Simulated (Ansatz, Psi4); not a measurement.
Approach curve of the dimer C2H6Se ··· H2S (SMILES C[Se]C and S), singlet. Monomers: optimised at B3LYP-D3(BJ) (def2-TZVP), held rigid. Orientation: a higher rigid-body minimum at GFN2-xTB. The monomers approach along the line of their centres of mass (distance R); nothing else relaxes.

Geometry at R = 4.08 Å (first 9 atoms: monomer A):
```
12

C      1.4645    -0.0538     0.0189
Se     0.0325     0.3421    -1.2612
C     -1.4643     0.0560    -0.0269
H      1.3724    -1.0759     0.3800
H      2.4064     0.0603    -0.5133
H      1.4291     0.6479     0.8496
H     -1.4586    -0.9691     0.3377
H     -2.3781     0.2368    -0.5888
H     -1.4040     0.7557     0.8040
S      2.8838     3.0414    -1.8699
H      2.9164     2.6813    -3.1629
H      1.6507     2.5387    -1.6991
```

Methods: PBE/def2-TZVP, counterpoise-corrected (Psi4); PBE-D3(BJ)/def2-TZVP, counterpoise-corrected (Psi4); wB97M-V/def2-TZVP, counterpoise-corrected (Psi4); CCSD(T)/aug-cc-pVDZ = CCSD(T) on RHF/aug-cc-pVDZ, cores with 3d frozen, counterpoise-corrected run with Ansatz (an electronic-structure program).

Interaction energies in kcal/mol; the last columns give the difference from CCSD(T):

| R / Å | PBE/def2-TZVP | PBE-D3(BJ)/def2-TZVP | wB97M-V/def2-TZVP | CCSD(T)/aug-cc-pVDZ | PBE/def2-TZVP − CCSD(T)/aug-cc-pVDZ | PBE-D3(BJ)/def2-TZVP − CCSD(T)/aug-cc-pVDZ | wB97M-V/def2-TZVP − CCSD(T)/aug-cc-pVDZ |
|---|---|---|---|---|---|---|---|
| 3.69 | -0.73 | -2.52 | -0.57 | 0.55 | -1.28 | -3.07 | -1.11 |
| 3.91 | -1.84 | -3.40 | -2.04 | -1.35 | -0.49 | -2.04 | -0.68 |
| 4.08 | -2.08 | -3.45 | -2.39 | -1.94 | -0.13 | -1.51 | -0.45 |
| 4.28 | -2.03 | -3.20 | -2.37 | -2.12 | 0.09 | -1.08 | -0.25 |
| 4.51 | -1.78 | -2.74 | -2.08 | -1.98 | 0.20 | -0.76 | -0.11 |
| 4.77 | -1.45 | -2.20 | -1.68 | -1.67 | 0.22 | -0.54 | -0.02 |
| 5.05 | -1.12 | -1.69 | -1.30 | -1.31 | 0.19 | -0.38 | 0.02 |
| 5.54 | -0.69 | -1.03 | -0.81 | -0.84 | 0.14 | -0.20 | 0.03 |
| 6.25 | -0.35 | -0.51 | -0.43 | -0.44 | 0.10 | -0.07 | 0.01 |
| 7.25 | -0.16 | -0.22 | -0.20 | -0.21 | 0.05 | -0.01 | 0.01 |
| 8.57 | -0.08 | -0.10 | -0.09 | -0.10 | 0.02 | 0.00 | 0.00 |

PBE/def2-TZVP is furthest from CCSD(T)/aug-cc-pVDZ at 3.69 (-1.28 kcal/mol, below); its mean absolute difference over the points is 0.26 kcal/mol.

PBE-D3(BJ)/def2-TZVP is furthest from CCSD(T)/aug-cc-pVDZ at 3.69 (-3.07 kcal/mol, below); its mean absolute difference over the points is 0.88 kcal/mol.

wB97M-V/def2-TZVP is furthest from CCSD(T)/aug-cc-pVDZ at 3.69 (-1.11 kcal/mol, below); its mean absolute difference over the points is 0.24 kcal/mol.
